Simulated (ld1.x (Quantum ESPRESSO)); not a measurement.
**An all-electron radial function and its pseudo partner (Rb (Z = 37))**

Columns: radius, all-electron u(r) and pseudo u(r) of the 4p shell (level -16.03 eV) of rubidium in the configuration [Ar] 3d10 4s2 4p6 5s1 5p0; LDA (PZ), scalar-relativistic, TM scheme, ld1.x (Quantum ESPRESSO) 7.5.

```tsv
r (bohr)	all-electron	pseudo
0.130	0.1974	0.0179
0.260	-0.2494	0.0701
0.390	-0.4057	0.1516
0.520	-0.2526	0.2549
0.650	0.0196	0.3705
0.780	0.2922	0.4878
0.910	0.5148	0.5967
1.040	0.6744	0.6886
1.170	0.7749	0.7574
1.300	0.8265	0.8002
1.430	0.8404	0.8170
1.560	0.8269	0.8106
1.690	0.7948	0.7852
1.820	0.7506	0.7459
1.950	0.6995	0.6976
2.080	0.6451	0.6445
2.210	0.5900	0.5899
2.340	0.5361	0.5361
2.470	0.4844	0.4844
2.600	0.4357	0.4357
2.730	0.3905	0.3905
2.860	0.3488	0.3488
2.990	0.3108	0.3108
3.120	0.2763	0.2763
3.250	0.2452	0.2452
3.380	0.2172	0.2172
```

**Question.** How many radial nodes do the two functions have?

**Answer.** The all-electron 4p function has n − l − 1 = 2; the pseudo-wave has 0, since the states of the same l below it are removed with the core.

**Question.** At about which radius was the pseudo-wave matched?

**Answer.** 2.55 bohr. The columns agree to 0.0005 from 2.21 bohr on; several derivatives are matched, so the curves merge somewhat inside the radius.

**Question.** Where does each function peak?

**Answer.** Outermost all-electron maximum near 1.43 bohr, pseudo maximum near 1.43 bohr (to the table’s step).

**Question.** Is the pseudo-wave norm-conserving?

**Answer.** Yes: the TM scheme keeps the norm inside the radius equal to the all-electron one, which fixes the energy derivative of the logarithmic derivative at the level.
